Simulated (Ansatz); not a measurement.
Start from `N=C=O` and change one atom or group to get `O=C=[N][AlH][Cl]`.

Ansatz, PBE0-D4/def2-TZVP geometries, multiplicity 1. Each molecule was computed in one conformer, which needn't be the lowest.

| property | `N=C=O` |
| --- | --- |
| LUMO energy (PBE0/def2-TZVPP) / eV | 0.20 |
| HOMO–LUMO gap (PBE/def2-TZVPP) / eV | 6.49 |
| HOMO–LUMO gap (ωB97M-V/def2-TZVPP) / eV | 13.30 |
| HOMO energy (B3LYP/def2-TZVPP) / eV | -8.59 |
| HOMO energy (PBE/def2-TZVPP) / eV | -7.37 |
| LUMO energy (B3LYP/def2-TZVPP) / eV | -0.13 |

Q: What does the change do to each property? (An estimate is asked.)

A: Ansatz gave: 
```
                               property  `O=C=[N][AlH][Cl]`  shift
     LUMO energy (PBE0/def2-TZVPP) / eV               -1.55  -1.75
    HOMO–LUMO gap (PBE/def2-TZVPP) / eV                5.18  -1.31
HOMO–LUMO gap (ωB97M-V/def2-TZVPP) / eV               11.26  -2.04
    HOMO energy (B3LYP/def2-TZVPP) / eV               -8.64  -0.05
      HOMO energy (PBE/def2-TZVPP) / eV               -7.49  -0.12
    LUMO energy (B3LYP/def2-TZVPP) / eV               -1.76  -1.63
```

With PBE0 the HOMO falls by 0.05 eV and the LUMO falls by 1.75 eV, so the gap narrows by about 1.70 eV. PBE moves the HOMO by -0.12 eV and ωB97M-V by 0.01 eV. The zero-point energy changes by 2.2 kJ/mol with +6 modes.

B3LYP here is the variant with VWN-RPA as its local correlation; programs differ in this.
